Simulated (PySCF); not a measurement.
CNO, doublet, at a GFN2-xTB geometry, with bond 1-2 at 1.6 times its length; M062X/cc-pVTZ in PySCF.

Here is a job for PySCF.
```python
from pyscf import gto, scf, dft

mol = gto.M(
    atom='''
N     0.00000000    0.00000000   -1.96274320
C    -0.00000000   -0.00000000   -0.04267674
O     0.00000000    0.00000000    1.11938605
''',
    basis='cc-pvtz',
    spin=1,
    verbose=4,
)

mf = dft.UKS(mol)
mf.xc = 'm062x'
mf.kernel()
```

Output, abridged:

```
PySCF version 2.14.0

[INPUT] verbose = 4
[INPUT] num. atoms = 3
[INPUT] num. electrons = 21
[INPUT] charge = 0
[INPUT] spin (= nelec alpha-beta = 2S) = 1
[INPUT] symmetry False subgroup None
[INPUT] Mole.unit = angstrom
[INPUT] Symbol           X                Y                Z      unit          X                Y                Z       unit  Magmom
[INPUT]  1 N      0.000000000000   0.000000000000  -1.962743200000 AA    0.000000000000   0.000000000000  -3.709047100852 Bohr   0.0
[INPUT]  2 C      0.000000000000   0.000000000000  -0.042676740000 AA    0.000000000000   0.000000000000  -0.080647350489 Bohr   0.0
[INPUT]  3 O      0.000000000000   0.000000000000   1.119386050000 AA    0.000000000000   0.000000000000   2.115333062159 Bohr   0.0

nuclear repulsion = 43.0482262847706
number of shells = 27
number of NR pGTOs = 126
number of NR cGTOs = 90
basis = cc-pvtz
ecp = {}

******** <class 'pyscf.dft.uks.UKS'> ********
method = UKS
initial guess = minao
damping factor = 0
level_shift factor = 0
DIIS = <class 'pyscf.scf.diis.CDIIS'>
diis_start_cycle = 1
diis_space = 8
diis_damp = 0
SCF conv_tol = 1e-09
SCF conv_tol_grad = None
SCF max_cycles = 50
direct_scf = True
direct_scf_tol = 1e-13
number electrons alpha = 11  beta = 10
XC library pyscf.dft.libxc version 7.1.2
    S. Lehtola, C. Steigemann, M. J. T. Oliveira, and M. A. L. Marques,  SoftwareX 7, 1–5 (2018)
XC functionals = m062x
    Y. Zhao and D. G. Truhlar,  Theor. Chem. Acc. 120, 215 (2008)
    Y. Zhao and D. G. Truhlar,  Theor. Chem. Acc. 120, 215 (2008)
radial grids:
    Treutler-Ahlrichs [JCP 102, 346 (1995); DOI:10.1063/1.469408] (M4) radial grids

becke partition: Becke, JCP 88, 2547 (1988); DOI:10.1063/1.454033
pruning grids: <function nwchem_prune>
grids dens level: 3
symmetrized grids: False
atomic radii adjust function: <function treutler_atomic_radii_adjust>
small_rho_cutoff = 0
Set gradient conv threshold to 3.16228e-05
tot grids = 42104
init E= -167.743743169382

cycle= 1 E= -167.73469164167  delta_E= 0.00905  |g|= 0.489  |ddm|= 1.09
cycle= 2 E= -167.507848162267  delta_E= 0.227  |g|= 0.975  |ddm|= 0.575
cycle= 3 E= -167.846189481346  delta_E= -0.338  |g|= 0.0584  |ddm|= 0.339
cycle= 4 E= -167.847892397913  delta_E= -0.0017  |g|= 0.0296  |ddm|= 0.0509
cycle= 5 E= -167.848362858514  delta_E= -0.00047  |g|= 0.0166  |ddm|= 0.0266
cycle= 6 E= -167.84859621117  delta_E= -0.000233  |g|= 0.00608  |ddm|= 0.0168
cycle= 7 E= -167.848656151479  delta_E= -5.99e-05  |g|= 0.00173  |ddm|= 0.0107
cycle= 8 E= -167.848665236754  delta_E= -9.09e-06  |g|= 0.000725  |ddm|= 0.00418
cycle= 9 E= -167.848668041274  delta_E= -2.8e-06  |g|= 0.000265  |ddm|= 0.00298
cycle= 10 E= -167.84866839554  delta_E= -3.54e-07  |g|= 9.16e-05  |ddm|= 0.00117
cycle= 11 E= -167.848668426982  delta_E= -3.14e-08  |g|= 4.7e-05  |ddm|= 0.000349
cycle= 12 E= -167.848668433998  delta_E= -7.02e-09  |g|= 3.04e-05  |ddm|= 9.06e-05
cycle= 13 E= -167.848668440495  delta_E= -6.5e-09  |g|= 2.98e-05  |ddm|= 8.38e-05
cycle= 14 E= -167.848668446834  delta_E= -6.34e-09  |g|= 2.98e-05  |ddm|= 8.19e-05
cycle= 15 E= -167.848668449968  delta_E= -3.13e-09  |g|= 2.98e-05  |ddm|= 4.04e-05
cycle= 16 E= -167.848668421882  delta_E= 2.81e-08  |g|= 2.95e-05  |ddm|= 0.000364
cycle= 17 E= -167.848668226618  delta_E= 1.95e-07  |g|= 2.78e-05  |ddm|= 0.00268
cycle= 18 E= -167.848667694674  delta_E= 5.32e-07  |g|= 4.23e-05  |ddm|= 0.00948
cycle= 19 E= -167.848667720349  delta_E= -2.57e-08  |g|= 4.22e-05  |ddm|= 0.000597
cycle= 20 E= -167.848668000371  delta_E= -2.8e-07  |g|= 2.62e-05  |ddm|= 0.00538
cycle= 21 E= -167.848667419213  delta_E= 5.81e-07  |g|= 0.000109  |ddm|= 0.0154
cycle= 22 E= -167.848667417073  delta_E= 2.14e-09  |g|= 0.000105  |ddm|= 0.00019
cycle= 23 E= -167.848667390874  delta_E= 2.62e-08  |g|= 7.14e-05  |ddm|= 0.0031
cycle= 24 E= -167.848667391621  delta_E= -7.47e-10  |g|= 9e-06  |ddm|= 0.000477
Extra cycle  E= -167.848667391643  delta_E= -2.17e-11  |g|= 1.06e-05  |ddm|= 1.19e-05
converged SCF energy = -167.848667391643  <S^2> = 0.76244711  2S+1 = 2.0124086
```
